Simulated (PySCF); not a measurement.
What does the GFN2-xTB structure of `C=C(C#N)S(C)(=O)=O` look like in three dimensions?

Z-matrix in Å and degrees, rows numbered from 1:
```
C 
C   1  1.3236
C   2  1.3984  1  127.90
N   3  1.1473  2  176.64  1   151.02
S   2  1.8263  1  118.79  3  -178.50
C   5  1.8106  2  103.73  1  -128.07
O   5  1.4325  2  107.85  1   116.00
O   5  1.4348  2  107.06  1   -12.51
H   1  1.0780  2  118.51  3  -179.52
H   1  1.0787  2  123.08  3     0.41
H   6  1.0827  5  108.10  2   -59.32
H   6  1.0824  5  108.01  2    61.81
H   6  1.0833  5  107.58  2  -178.83
```

S5 (sulfonyl sulfur) is distorted tetrahedral (angles from 103.7° to 118.5°). Of the pairs four or more bonds apart, O8···H9 is among the closest relative to their van der Waals radii: 2.43 Å, 89 % of the sum of Bondi's values. The C–C distances run from 1.324 Å (C1=C2, drawn double) to 1.398 Å (C2–C3, drawn single), a spread of 0.074 Å.

Structure optimised with GFN2-xTB, isolated species.

Point group: C1 (no symmetry element, even within 0.4 Å). Not checked by GFN2-xTB frequencies. The numbers are those of one conformer (C1–C2–S5–C6 -128°).

The numbers are calculated, not measured.
